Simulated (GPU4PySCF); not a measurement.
C₁₀H₈Cl₂N₂Pt, SMILES [Pt]1([Cl])(<-[n]2c(-c3[n]->1cccc3)cccc2)[Cl], multiplicity 1. Atoms are numbered in the order given.

```xyz
23

Pt     0.0000     0.0000     0.8585
Cl     0.0000    -1.6387     2.4781
Cl     0.0000     1.6387     2.4781
C      0.0000    -2.8963    -2.9677
C      0.0000    -3.4655    -1.7015
C      0.0000    -2.6420    -0.5904
N      0.0000    -1.3066    -0.7026
C      0.0000    -0.7324    -1.9330
C      0.0000    -1.5161    -3.0808
C      0.0000     0.7324    -1.9330
C      0.0000     1.5161    -3.0808
C      0.0000     2.8963    -2.9677
C      0.0000     3.4655    -1.7015
C      0.0000     2.6420    -0.5904
N      0.0000     1.3066    -0.7026
H      0.0000    -3.5158    -3.8540
H      0.0000    -4.5374    -1.5654
H      0.0000    -3.0152     0.4246
H      0.0000    -1.0500    -4.0543
H      0.0000     1.0500    -4.0543
H      0.0000     3.5158    -3.8540
H      0.0000     4.5374    -1.5654
H      0.0000     3.0152     0.4246
```

Geometry optimised at B3LYP-D3(BJ)/def2-TZVP. The spin state was assumed, not searched. The isomer is the one that the SMILES or the coordinates give; other isomers of the formula were not compared. The def2 effective core potentials stand for the cores of Pt; spin–orbit coupling is left out. One conformer was computed; it need not be the lowest.

Vertical ionisation energy (IE) and electron affinity (EA) in eV. Rows of orbital energies are one-electron estimates. Where ΔSCF, EOM or ADC give a negative EA the extra electron is unbound and the value depends on the basis.

| level | IE | EA |
|---|---|---|
| −ε(HOMO), −ε(LUMO), ωB97X-V/def2-TZVPD (GPU4PySCF) | 8.53 | 1.17 |
| −ε(HOMO), −ε(LUMO), PBE/def2-TZVPD (GPU4PySCF) | ___ | ___ |

Q: Fill in the missing entries. (Estimate from the structure and the level; the computed values follow.)

A: 
- −ε(HOMO), −ε(LUMO), PBE/def2-TZVPD (GPU4PySCF), IE: 5.15
- −ε(HOMO), −ε(LUMO), PBE/def2-TZVPD (GPU4PySCF), EA: 3.66
